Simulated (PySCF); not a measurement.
FH4OSi2 (calculated)

All values are calculated (PySCF 2.14.0). Calculation on a computer-drawn molecule: the log of a Hartree-Fock and frozen-core CCSD(T) single point meant for a local Hartree-Fock minimum, with one planted fault or none, to be diagnosed. Offsets are logged minus clean, where the clean run is the same molecule without the fault. The reference is restricted for singlets and unrestricted otherwise, and also for a bond in bohr or an excited solution. Adding or removing an electron swaps singlet and doublet. The excited solution moves the top pair (singlet) or top alpha electron (doublet) to the lowest empty orbital. Highest occupied and lowest empty are orbital energies over both spins, largest force is the largest gradient component, triples share is (T) over the correlation energy, the T1 limit is 0.02 restricted and 0.045 unrestricted, electrons count all cores, a negative frequency is imaginary (commonest isotopes), and the dipole is about the centre of nuclear charge.

```xyz
8
formula=FH4OSi2 meant_charge=0 meant_multiplicity=2 meant_basis=cc-pV(D+d)Z logged_electrons=49 logged_basis_functions=32 logged_SCF_converged=yes logged_spin_squared=0.7554 logged_highest_occupied=-5.2627 logged_lowest_empty=5.788 logged_largest_force=0.047547 logged_T1_diagnostic=0.015384 logged_D1_diagnostic=0.088549 logged_triples_share=0.030651 logged_CC_converged=yes logged_dipole_magnitude=1.463 logged_SCF_stable_within_its_kind=yes logged_energy_HF=-745.40087 logged_energy_CCSD(T)=-745.5598 possible_faults=no_fault,one_electron_removed,one_electron_added,multiplicity_raised_by_two,geometry_at_a_saddle_point,SCF_held_on_an_excited_solution,minimal_basis_STO-3G,one_bond_length_entered_in_bohr,all_coordinates_scaled planted_fault=minimal_basis_STO-3G HF_energy_offset_from_clean_run=5755 CCSD(T)_energy_offset_from_clean_run=6033
O     -0.7431     0.6983     0.6805
Si    -0.2719     0.8875     2.2440
F     -1.6075     1.1397     3.1382
Si     0.7745    -1.1261     2.9309
H     -1.3092     1.3366     0.2701
H      1.1742    -0.9875     4.3500
H      1.9848    -1.3283     2.1020
H     -0.1326    -2.2878     2.7826
```

Units: logged_highest_occupied, logged_lowest_empty in eV; logged_largest_force in hartree/bohr; logged_dipole_magnitude in debye; logged_energy_HF, logged_energy_CCSD(T) in hartree; HF_energy_offset_from_clean_run, CCSD(T)_energy_offset_from_clean_run in kcal/mol.

Drawn bonds:
| atom | other atom | order |
| --- | --- | --- |
| 1 | 2 | 1 |
| 2 | 3 | 1 |
| 2 | 4 | 1 |
| 1 | 5 | 1 |
| 4 | 6 | 1 |
| 4 | 7 | 1 |
| 4 | 8 | 1 |
